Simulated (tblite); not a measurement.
C4H7NSi2.
SMILES: `N#CC([SiH3])=C=C[SiH3]`

Level: GFN2-xTB in tblite, geometry and Hessian alike; calculated harmonic values, unscaled, isolated species. The method is semi-empirical: single wavenumbers can be off by several per cent or more. Modes of hydrogen on silicon can be 10 to 20 % off.

Harmonic wavenumbers (cm⁻¹): 51.3, 61.1, 64.4, 79.7, 126.4, 149.0, 206.5, 397.7, 408.2, 457.2, 484.7, 512.9, 538.4, 544.2, 564.3, 610.6, 714.5, 735.4, 762.8, 771.0, 773.3, 779.9, 782.6, 796.8, 1053.2, 1102.9, 1358.0, 2017.5, 2249.1, 2264.1, 2271.5, 2275.2, 2281.3, 2294.3, 2357.5, 3032.9.

A = 2541, B = 888.4, C = 713.5 MHz; mass 125.012 u (most abundant isotopes); point group C1, symmetry number 1.

Task: What is the zero-point energy?

Result: ½Σν̃ = 17965 cm⁻¹ = 51.37 kcal/mol.

Task: Give the ideal-gas entropy at 350 K and 1 bar in the rigid-rotor, harmonic-oscillator model (classical rotation).

Result: Translation 41.21, rotation 30.16, vibration 38.63: S = 110.0 cal/(mol K).

Task: And Cp and H(350 K) − H(0)?

Result: Cp = 43.00 cal/(mol K), of which vibrations give 35.05 (their classical limit is 36 R = 71.5); H(350 K) − H(0) = 9.48 kcal/mol without the zero-point energy, 6.70 from vibrations.

Task: What must be added to the electronic energy to get the Gibbs energy at 350 K and 1 bar?

Result: ZPE + [H(350 K) − H(0)] − T·S = 51.37 + 9.48 − 38.50 = 22.35 kcal/mol.

Task: Which modes carry the vibrational entropy at 350 K?

Result: 51.3 cm⁻¹: 5.08; 61.1 cm⁻¹: 4.74; 64.4 cm⁻¹: 4.63; 79.7 cm⁻¹: 4.21; 126.4 cm⁻¹: 3.31; 149.0 cm⁻¹: 2.99 cal/(mol K); the other 30 give 13.66 together.

Hindered rotation and anharmonicity are outside this model. The structure is chiral; the term R ln 2 for an equal mix with its mirror image is left out.
